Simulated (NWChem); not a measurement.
System: SiP₃H₇; SMILES P[SiH](P)P

The following NWChem deck was run.

```
start job
memory heap 200 mb stack 900 mb global 1100 mb
geometry units angstroms noautosym nocenter noautoz
  Si    -0.035780     0.010984     0.495686
  P     -0.101710    -2.121676    -0.278183
  P     -1.823120     1.215062    -0.216862
  P      1.804498     1.125060    -0.236204
  H     -0.119831    -0.058923     1.988200
  H      0.293578    -1.746417    -1.599862
  H      1.232700    -2.437278     0.130574
  H     -2.760646     0.170148     0.053145
  H     -1.647227     0.834777    -1.583687
  H      2.700969     0.377665     0.589049
  H      1.668823     2.188091     0.710307
end
basis spherical
  * library def2-svp
end
dft
  xc pbe0
  iterations 150
end
cosmo
  do_cosmo_smd true
  solvent water
end
task dft energy
```

NWChem printed, in part:

```
             Northwest Computational Chemistry Package (NWChem) 7.3.0
             --------------------------------------------------------

                             Geometry "geometry" -> ""
                             -------------------------

 Output coordinates in angstroms (scale by  1.889725989 to convert to a.u.)

  No.       Tag          Charge          X              Y              Z
 ---- ---------------- ---------- -------------- -------------- --------------
    1 Si                  14.0000    -0.03578000     0.01098400     0.49568600
    2 P                   15.0000    -0.10171000    -2.12167600    -0.27818300
    3 P                   15.0000    -1.82312000     1.21506200    -0.21686200
    4 P                   15.0000     1.80449800     1.12506000    -0.23620400
    5 H                    1.0000    -0.11983100    -0.05892300     1.98820000
    6 H                    1.0000     0.29357800    -1.74641700    -1.59986200
    7 H                    1.0000     1.23270000    -2.43727800     0.13057400
    8 H                    1.0000    -2.76064600     0.17014800     0.05314500
    9 H                    1.0000    -1.64722700     0.83477700    -1.58368700
   10 H                    1.0000     2.70096900     0.37766500     0.58904900
   11 H                    1.0000     1.66882300     2.18809100     0.71030700

 Effective nuclear repulsion energy (a.u.)     332.1407435560

                                 NWChem DFT Module
                                 -----------------

 Summary of "ao basis" -> "ao basis" (spherical)
 ------------------------------------------------------------------------------
       Tag                 Description            Shells   Functions and Types
 ---------------- ------------------------------  ------  ---------------------
 Si                         def2-svp                 8       18   4s3p1d
 P                          def2-svp                 8       18   4s3p1d
 H                          def2-svp                 3        5   2s1p

 in cosmo_initialize ...
 calling solv_data for solv:h2o

 solvent parameters
 solvname_short: h2o
 solvname_long:  water
 dielec:       78.4000
 dielecinf:     1.7769
 aqueous SMD model solvent descriptors
 dielec:       78.4000
 sola:          0.8200

          ---------------
          -cosmo- solvent
          ---------------
 Cosmo: York-Karplus, doi: 10.1021/jp992097l
 dielectric constant -eps-     =  78.40
 screen = (eps-1)/(eps    )    =   0.98724
 surface charge correction     = lagrangian

   van der Waals surface
 --------------------------

 ---------- ATOMIC COORDINATES (A.U.) ------------ VDWR(ANG.) --
     1   -0.06761440    0.02075675    0.93671072     2.470
     2   -0.19220403   -4.00938628   -0.52568964     2.120
     3   -3.44519724    2.29613424   -0.40980976     2.120
     4    3.41000677    2.12605512   -0.44636084     2.120
     5   -0.22644775   -0.11134832    3.75715321     1.200
     6    0.55478198   -3.30024959   -3.02330080     1.200
     7    2.32946523   -4.60578758    0.24674908     1.200
     8   -5.21686449    0.32153310    0.10042949     1.200
     9   -3.11280767    1.57749979   -2.99273448     1.200
    10    5.10409131    0.71368337    1.11314120     1.200
    11    3.15361819    4.13489243    1.34228560     1.200
 number of segments per atom =        128
 number of   points per atom =        128
 atom (   nspa,  nppa )
 ----------------------
    1 (     56,     0 )       0
    2 (     74,     0 )       0
    3 (     76,     0 )       0
    4 (     77,     0 )       0
    5 (     33,     0 )       0
    6 (     53,     0 )       0
    7 (     54,     0 )       0
    8 (     55,     0 )       0
    9 (     53,     0 )       0
   10 (     55,     0 )       0
   11 (     53,     0 )       0
 number of -cosmo- surface points =      639
 molecular surface =    155.277 angstrom**2
 molecular volume  =    140.929 angstrom**3
 -lineq- algorithm             =   0
 -bem- low  level              =   3
 -bem- from -octahedral-
 gaussian surface charge width =   4.50000
 degree of switching           =   1.00000
 switching function tolerance  =   0.00010
 atomic radii =
 --------------
    1 14.000  2.470
    2 15.000  2.120
    3 15.000  2.120
    4 15.000  2.120
    5  1.000  1.200
    6  1.000  1.200
    7  1.000  1.200
    8  1.000  1.200
    9  1.000  1.200
   10  1.000  1.200
   11  1.000  1.200
 ...... end of -cosmo- initialization ......

 nat:                    11
 ixmem:                  6636
 calling mnsol_interface()
 G(SMD-CDS) energy (kcal/mol)  =     4.578
 SMD-CDS SASA (angstrom**2)    =   186.056

            General Information
            -------------------
          SCF calculation type: DFT
          Wavefunction type:  closed shell.
          No. of atoms     :    11
          No. of electrons :    66
           Alpha electrons :    33
            Beta electrons :    33
          Charge           :     0
          Spin multiplicity:     1
          Use of symmetry is: off; symmetry adaption is: off
          Maximum number of iterations: 150
          AO basis - number of functions:   107
                     number of shells:    53
          Convergence on energy requested:  1.00D-06
          Convergence on density requested:  1.00D-05
          Convergence on gradient requested:  5.00D-04

              XC Information
              --------------
                         PBE0 Method XC Functional
                     Hartree-Fock (Exact) Exchange  0.250
          PerdewBurkeErnzerhof Exchange Functional  0.750
            Perdew 1991 LDA Correlation Functional  1.000 local
           PerdewBurkeErnz. Correlation Functional  1.000 non-local

             Grid Information
             ----------------
          Grid used for XC integration:  medium
          Radial quadrature: Mura-Knowles
          Angular quadrature: Lebedev.
          Tag              B.-S. Rad. Rad. Pts. Rad. Cut. Ang. Pts.
          ---              ---------- --------- --------- ---------
          Si                  1.10       88           9.0       590
          P                   1.00       88          12.0       590
          H                   0.35       45          13.0       434
          Grid pruning is: on
          Number of quadrature shells:   667
          Spatial weights used:  Erf1

      Superposition of Atomic Density Guess
      -------------------------------------

 Sum of atomic energies:       -1313.84647837

      Non-variational initial energy
      ------------------------------

 Total energy =   -1315.107839
 1-e energy   =   -2480.515942
 2-e energy   =     833.267359
 HOMO         =      -0.267459
 LUMO         =       0.059462

   convergence    iter        energy       DeltaE   RMS-Dens  Diis-err
 ---------------- ----- ----------------- --------- --------- ---------
     COSMO gas phase
 d= 0,ls=0.0,diis     1  -1316.8059230691 -1.65D+03  6.57D-03  2.82D-01
 d= 0,ls=0.0,diis     2  -1316.8291475560 -2.32D-02  4.48D-03  7.98D-02
 d= 0,ls=0.0,diis     3  -1316.8397225309 -1.06D-02  1.72D-03  2.51D-02
 d= 0,ls=0.0,diis     4  -1316.8444581067 -4.74D-03  2.24D-04  3.71D-04
 d= 0,ls=0.0,diis     5  -1316.8445297473 -7.16D-05  4.27D-05  6.23D-06
 d= 0,ls=0.0,diis     6  -1316.8445307140 -9.67D-07  1.69D-05  1.96D-06
 d= 0,ls=0.0,diis     7  -1316.8445311170 -4.03D-07  2.30D-06  1.78D-08

   convergence    iter        energy       DeltaE   RMS-Dens  Diis-err
 ---------------- ----- ----------------- --------- --------- ---------
     COSMO solvation phase
 d= 0,ls=0.0,diis     1  -1316.8426399162  1.89D-03  1.51D-03  2.51D-03
 d= 0,ls=0.0,diis     2  -1316.8435874252 -9.48D-04  4.30D-04  7.91D-04
 d= 0,ls=0.0,diis     3  -1316.8437260346 -1.39D-04  1.64D-04  9.58D-05
 d= 0,ls=0.0,diis     4  -1316.8437456323 -1.96D-05  4.80D-05  1.24D-05
 d= 0,ls=0.0,diis     5  -1316.8437481604 -2.53D-06  9.46D-06  3.70D-07
 d= 0,ls=0.0,diis     6  -1316.8437482307 -7.02D-08  2.01D-06  2.00D-08

         Total DFT energy =    -1316.843748230681
      One electron energy =    -2483.021936265342
           Coulomb energy =      926.992682325247
    Exchange-Corr. energy =      -92.679089718317
 Nuclear repulsion energy =      332.140743555960

             COSMO energy =       -0.276148128230

 Numeric. integr. density =       66.000012052025

                                COSMO-SMD solvation results
                                ---------------------------

             internal energy in gas <Psi(g)|H|Psi(g)> =     -1316.844531117028
         internal energy in solvent <Psi(s)|H|Psi(s)> =     -1316.843106123990
                               delta internal energy  =         0.001424993038 (    0.89 kcal/mol)
   total free energy in solvent <Psi(s)|H+V/2|Psi(s)> =     -1316.851043884556
 polarization energy contribution <Psi(s)|V/2|Psi(s)> =        -0.007937760566 (   -4.98 kcal/mol)
    total free energy in solvent including G(SMD-CDS) =     -1316.843748230681
                       G(SMD-CDS) energy contribution =         0.007295653874 (    4.58 kcal/mol)
     1 M fixed-concentration free energy of solvation =         0.000782886347 (    0.49 kcal/mol)

                       DFT Final Molecular Orbital Analysis
                       ------------------------------------

 Vector   31  Occ=2.000000D+00  E=-2.882694D-01
              MO Center=  7.5D-01,  5.4D-02, -1.7D-01, r^2= 6.1D+00
   Bfn.  Coefficient  Atom+Function         Bfn.  Coefficient  Atom+Function
  ----- ------------  ---------------      ----- ------------  ---------------
    67     -0.330139   4 P  pz               58      0.316466   4 P  s
    64     -0.257593   4 P  pz               57      0.244541   4 P  s
    30     -0.189498   2 P  py               29     -0.188459   2 P  px
    56      0.165104   4 P  s                22      0.164052   2 P  s
    21      0.163092   2 P  s               103     -0.153960  11 H  s

 Vector   32  Occ=2.000000D+00  E=-2.787672D-01
              MO Center= -5.8D-01,  7.7D-01, -1.3D-01, r^2= 5.7D+00
   Bfn.  Coefficient  Atom+Function         Bfn.  Coefficient  Atom+Function
  ----- ------------  ---------------      ----- ------------  ---------------
    48      0.346406   3 P  py               45      0.256690   3 P  py
    40      0.232982   3 P  s                67      0.193498   4 P  pz
    11      0.192449   1 Si px               39      0.184585   3 P  s
     8      0.183028   1 Si px               22      0.179458   2 P  s
    47     -0.151077   3 P  px               42     -0.146927   3 P  py

 Vector   33  Occ=2.000000D+00  E=-2.700849D-01
              MO Center= -4.3D-02, -5.1D-01, -1.9D-01, r^2= 6.5D+00
   Bfn.  Coefficient  Atom+Function         Bfn.  Coefficient  Atom+Function
  ----- ------------  ---------------      ----- ------------  ---------------
    30      0.311900   2 P  py               27      0.242836   2 P  py
    29      0.216889   2 P  px               48      0.213375   3 P  py
    67     -0.205417   4 P  pz               22     -0.204391   2 P  s
    40      0.191658   3 P  s                 9     -0.184465   1 Si py
    12     -0.166392   1 Si py               45      0.156195   3 P  py

 Vector   34  Occ=0.000000D+00  E= 4.081630D-03
              MO Center=  1.4D-01, -3.0D-01, -1.4D-01, r^2= 6.5D+00
   Bfn.  Coefficient  Atom+Function         Bfn.  Coefficient  Atom+Function
  ----- ------------  ---------------      ----- ------------  ---------------
     3      0.669442   1 Si s                65      0.592941   4 P  px
    30     -0.491992   2 P  py               40      0.420627   3 P  s
     4      0.410328   1 Si s                89     -0.388805   8 H  s
    31     -0.377845   2 P  pz               79     -0.370346   6 H  s
    94     -0.353599   9 H  s                99     -0.343935  10 H  s

 Vector   35  Occ=0.000000D+00  E= 1.559954D-02
              MO Center= -5.8D-02, -2.1D-02, -3.7D-02, r^2= 6.5D+00
   Bfn.  Coefficient  Atom+Function         Bfn.  Coefficient  Atom+Function
  ----- ------------  ---------------      ----- ------------  ---------------
    99      0.483099  10 H  s                12      0.480568   1 Si py
    13     -0.478062   1 Si pz               49     -0.446551   3 P  pz
    79     -0.429838   6 H  s                66      0.413185   4 P  py
    48      0.399072   3 P  py               84      0.388340   7 H  s
    40     -0.383724   3 P  s                89      0.367889   8 H  s

 Vector   36  Occ=0.000000D+00  E= 1.754426D-02
              MO Center= -1.3D-01,  2.8D-01,  1.6D-01, r^2= 6.0D+00
   Bfn.  Coefficient  Atom+Function         Bfn.  Coefficient  Atom+Function
  ----- ------------  ---------------      ----- ------------  ---------------
    11      0.897789   1 Si px               22      0.557112   2 P  s
    47      0.559675   3 P  px               66      0.555931   4 P  py
    89      0.413108   8 H  s                84     -0.402623   7 H  s
    12      0.338689   1 Si py               13      0.304045   1 Si pz
   104     -0.295668  11 H  s                94     -0.261555   9 H  s

     Multipole analysis of the density
     ---------------------------------

     L   x y z        total         alpha         beta         nuclear
     -   - - -        -----         -----         ----         -------
     0   0 0 0     -0.000000    -33.000000    -33.000000     66.000000

     1   1 0 0      0.415236      1.093459      1.093459     -1.771682
     1   0 1 0     -0.270370     -2.741617     -2.741617      5.212864
     1   0 0 1      0.177949      3.624089      3.624089     -7.070230

     2   2 0 0    -42.438322   -237.103593   -237.103593    431.768865
     2   1 1 0     -0.708974      0.051482      0.051482     -0.811938
     2   1 0 1      2.479208     -6.624829     -6.624829     15.728865
     2   0 2 0    -47.072407   -243.703575   -243.703575    440.334742
     2   0 1 1      1.141273     -6.237772     -6.237772     13.616817
     2   0 0 2    -42.102673    -49.682209    -49.682209     57.261745
```

Level: PBE0/def2-SVP, SMD on the gas-phase geometry. Geometry: optimised at PBE0/def2-SVP. Solvent: water.
